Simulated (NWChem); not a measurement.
System: BeH2SO; SMILES [SH][Be][OH]

The following NWChem deck was run.

```
start job
memory heap 200 mb stack 900 mb global 1100 mb
geometry units angstroms
  Be    -0.145721     0.385406    -0.531797
  O     -0.429270     1.203498    -1.588880
  H     -0.622161     1.774642    -2.312989
  S      0.275518    -0.705122     0.998790
  H     -0.025862    -1.892558     0.514848
end
basis spherical
  * library def2-svp
end
dft
  xc xpbe96 cpbe96
  disp vdw 4
  iterations 150
end
driver
  maxiter 120
end
task dft optimize
task dft freq
```

The optimisation ended at a saddle point (imaginary frequency).

The level has its own optimisation; frequencies are unscaled.

**Question.** Give the results of this calculation. (PBE-D3(BJ)/def2-SVP.) Quantities: r Be–O (Å); r Be–S (Å); r H–O (Å); r H–S (Å); highest harmonic frequency (cm⁻¹); lowest (cm⁻¹); zero-point energy (kcal/mol); dipole (D).

**Answer.** r Be–O (Å): 1.396
r Be–S (Å): 1.916
r H–O (Å): 0.956
r H–S (Å): 1.365
highest harmonic frequency (cm⁻¹): 4031
lowest (cm⁻¹): -228
zero-point energy (kcal/mol): 14.1
dipole (D): 2.53
